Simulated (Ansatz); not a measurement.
Total energies of Ge₉H₁₆, a cluster cut from cubic germanium from Ansatz at PBE-D4/def2-TZVP, gas phase (1 Eh = 27.2114 eV = 2625.5 kJ/mol). The reference geometry is relaxed at r2SCAN-D4/def2-SVP.

Cartesian coordinates in Å:
```
Ge 1.971 0.690 1.950
Ge -1.246 -1.741 1.891
Ge -1.496 1.968 0.514
Ge 1.524 1.377 -1.985
Ge -1.692 -1.053 -2.046
Ge -0.442 0.534 2.167
Ge 2.749 0.154 -0.285
Ge -0.897 -2.597 -0.352
Ge -0.883 1.212 -1.712
H 2.653 -0.237 2.976
H 2.391 2.137 2.276
H -0.562 -2.668 2.914
H -2.759 -1.755 2.185
H -1.040 3.426 0.717
H -3.028 1.922 0.680
H 1.919 2.864 -1.892
H 1.931 0.873 -3.384
H -3.233 -1.026 -1.993
H -1.282 -1.557 -3.444
H -0.832 1.015 3.584
H 4.247 0.504 -0.394
H 2.604 -1.357 -0.532
H -1.646 -3.936 -0.501
H 0.601 -2.874 -0.571
H -1.552 2.125 -2.764
```

```tsv
state	geometry	energy (Eh)
charge 0 singlet	reference	-18699.96798
charge 1 doublet	reference	-18699.65839
charge -1 doublet	reference	-18699.96400
free Ge atom (triplet)	–	-2076.60177
free H atom (doublet)	–	-0.49962
```

Single mean-field runs in def2-TZVP are fitted with def2-universal-jkfit.

Work out the vertical ionisation energy to the doublet.

E(charge 1 doublet) − E(charge 0 singlet) = -18699.65839 − (-18699.96798) = 0.30959 Eh = 8.42 eV. For comparison, −ε of the highest occupied level is 6.55 eV at this level, 1.87 eV less.

Work out the vertical electron affinity, to the doublet.

E(charge 0 singlet) − E(charge -1 doublet) = -18699.96798 − (-18699.96400) = -0.00398 Eh = -0.11 eV; negative, so the extra electron isn't bound. The basis lacks diffuse functions, which makes affinities too small.

Give the fundamental gap IE − EA, the Mulliken electronegativity (IE + EA)/2 and the hardness (IE − EA)/2.

From the values in Eh: IE − EA = 0.30959 − (-0.00398) = 0.31357 Eh = 8.53 eV; (IE + EA)/2 = 4.16 eV; (IE − EA)/2 = 4.27 eV. The HOMO–LUMO gap of the same run is 5.11 eV, 3.42 eV smaller than the fundamental gap.

What is the binding energy per atom against free atoms?

Atoms: 9 × (-2076.60177) + 16 × (-0.49962) = -18697.40985 Eh. Binding: -18697.40985 − (-18699.96798) = 2.55813 Eh = 69.61 eV, or 2.78 eV for each of 25 atoms (no zero-point energy, no counterpoise term).

At PBE-D4/def2-TZVP the gap within one spin of the charge 1 doublet nearly closes, so an electron or hole may be smeared out by delocalisation error. At PBE-D4/def2-TZVP the highest occupied level of the charge -1 doublet lies above zero (up to 1.80 eV). By energy differences it is unbound by 0.11 eV (vertical, to the charge 0 singlet, at PBE-D4/def2-TZVP) and held by the finite basis.
